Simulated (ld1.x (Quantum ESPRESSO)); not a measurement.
## hafnium: ultrasoft pseudisation with LDA (PZ), scalar-relativistic reference atom.

* Element: hafnium
* Generator: ld1.x (Quantum ESPRESSO) 7.5
* Type: ultrasoft
* Functional: LDA (PZ)
* Relativity: scalar-relativistic
* Frozen core: [Kr] 4d10
* Valence charge: 26
* Reference configuration: 4f14 5s2 5p6 5d2 6s1 6p1
* Partial waves: 5s (bound): rcut 1.45, rcutus 1.80 bohr; 6s (bound): rcut 1.45, rcutus 1.80 bohr; 5p (bound): rcut 1.75, rcutus 2.00 bohr; 6p (bound): rcut 1.75, rcutus 2.00 bohr; 5d (bound): rcut 2.20, rcutus 2.70 bohr; 5d channel at 0.2 Ry: rcut 2.20, rcutus 2.70 bohr; 4f (bound): rcut 0.50, rcutus 0.60 bohr; 4f channel at 0.95 Ry: rcut 0.50, rcutus 0.60 bohr
* Local potential: all-electron potential smoothed inside 1.95 bohr (lloc = -1)
* Core correction: Bessel-smoothed model core inside 0.35 bohr
* Augmentation charge: built from norm-conserving waves at rcut, not smoothed further

All-electron outer shells of the reference configuration (LDA (PZ), scalar-relativistic, ld1.x):

| shell | level (eV) | outermost node (bohr) | outermost maximum (bohr) |
| --- | --- | --- | --- |
| 4p | -379.84 | 0.25 | 0.46 |
| 4d | -207.95 | 0.23 | 0.47 |
| 5s | -68.65 | 0.55 | 1.01 |
| 5p | -37.19 | 0.60 | 1.16 |
| 4f | -18.52 | – | 0.45 |
| 6s | -6.20 | 1.36 | 2.82 |
| 5d | -4.09 | 0.67 | 1.69 |
| 6p | -2.16 | 1.65 | 3.95 |

**Question.** Does the generator finish with these settings?

**Answer.** Yes, a potential is produced.

**Question.** Is the overlap operator S = 1 + Σ q|β⟩⟨β| positive definite (Bessel basis up to 400 Ry)?

**Answer.** No: its lowest eigenvalue is -0.551, in the p channel, so the generalised eigenproblem breaks down once the basis is large enough.

**Question.** Tests: 4f14 5s2 5p6 5d2 6s2 6p0; 4f14 5s2 5p6 5d2 6s1 6p0; 4f14 5s2 5p6 5d2 6s0 6p0; 4f14 5s2 5p6 5d3 6s0 6p0; 4f14 5s2 5p6 5d3 6s1 6p0; 4f14 5s2 5p6 5d2 6s0 6p1; 4f14 5s2 5p6 5d0 6s0 6p0. Which has the largest error in its energy relative to the reference configuration, and how large is it?

**Answer.** 4f14 5s2 5p6 5d0 6s0 6p0, with +4412 meV (all-electron minus pseudo) on +74.03 eV.

A Bessel basis up to 400 Ry misses an occupied level by 1.46 Ry, so cutoffs and ghosts were not judged. Its overlap operator is not positive definite in a basis up to 400 Ry (lowest eigenvalue p -0.55), so the file is unfit for use: the generalised eigenproblem breaks down once the basis is large enough, and its test numbers describe a broken file. The potential misses its own reference levels by up to 1.5 eV, so it is not fit for use.
